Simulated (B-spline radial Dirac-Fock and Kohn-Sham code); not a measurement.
# Two-hole binding energies of S⁴⁺

System: the S⁴⁺ ion, configuration [Ne] 3s2.

Input of the calculation (task.json; shells as n, l, electrons):

```json
{"items": [{
  "Z": 16,
  "q": 4,
  "cfg": [[1, 0, 2], [2, 0, 2], [2, 1, 6], [3, 0, 2]],
  "A": 32,
  "rrms": 3.2611,
  "do": ["binding", "quiet", "double"]
}]}
```

Command: `python xray_run.py task.json out`

Level of theory: ΔSCF Dirac-Fock with Breit, self-energy and vacuum polarisation, finite nucleus, configuration average; a radial B-spline solver. U is the two-hole binding energy less the two single-hole energies, the effective repulsion of the holes after relaxation. Each two-hole energy is an average over J within one jj subconfiguration.

```csv
holes,E(a) (eV),E(b) (eV),E(ab) (eV),U (eV)
1s⁻²,2548.7,2548.7,5322.5,225.1
1s⁻¹ 2p1/2⁻¹,2548.7,237.2,2848.7,62.7
1s⁻¹ 2p3/2⁻¹,2548.7,236.0,2847.0,62.3
2s⁻²,302.1,302.1,650.0,45.8
2s⁻¹ 2p1/2⁻¹,302.1,237.2,581.1,41.7
2s⁻¹ 2p3/2⁻¹,302.1,236.0,579.8,41.7
2p1/2⁻²,237.2,237.2,524.4,49.9
2p1/2⁻¹ 2p3/2⁻¹,237.2,236.0,?,?
2p3/2⁻²,236.0,236.0,519.8,47.8
2p1/2⁻¹ 3s⁻¹,237.2,70.80,329.0,21.0
2p3/2⁻¹ 3s⁻¹,236.0,70.80,327.8,21.0
```

Problem. Give the missing two-hole energy and U.

Solution. E(ab) = 520.2 eV and U = 46.9 eV.
